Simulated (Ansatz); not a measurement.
Isomers of ZrGe12⁺ (doublet), relaxed with PBE-D4/def2-SVP; total energies from Ansatz at PBE0-D4/def2-TZVP.

```csv
isomer,description,energy (Eh)
A,point group not assigned; 20 × Ge–Ge 2.52 to 2.87 Å; 11 × Ge–Zr 2.80 to 3.53 Å,-24968.13475
B,point group not assigned; 18 × Ge–Ge 2.49 to 2.86 Å; 12 × Ge–Zr 2.73 to 3.41 Å,-24968.13598
C,point group Cs; 18 × Ge–Ge 2.47 to 2.78 Å; 11 × Ge–Zr 2.74 to 3.49 Å,-24968.13864
D,point group not assigned; 19 × Ge–Ge 2.43 to 2.81 Å; 9 × Ge–Zr 2.69 to 3.31 Å,-24968.12551
```

In the def2 sets Zr takes a core potential; there is no spin–orbit coupling. Single mean-field runs in def2-TZVP are fitted with def2-universal-jkfit.

The isomers come from a short search, and lower ones may exist.

Work out the relative energies (1 Eh = 2625.5 kJ/mol) and the Boltzmann populations at 500 K from electronic energies alone (R = 8.314 J/mol/K).

ΔE: A 10.2, B 7.0, C 0.0, D 34.5 kJ/mol. RT = 4.16 kJ/mol. Factors exp(−ΔE/RT): A 0.0861, B 0.186, C 1, D 0.00025; sum 1.272. Populations: A 6.8 %, B 14.6 %, C 78.6 %, D 0.0 %. Zero-point energy, vibrational entropy and symmetry numbers are left out and can shift these; an error of 4 kJ/mol changes a ratio by a factor of 2.6. Over the other density-functional and correlated levels in def2 sets, the gap between C and B ranges from -55 to 6 kJ/mol.
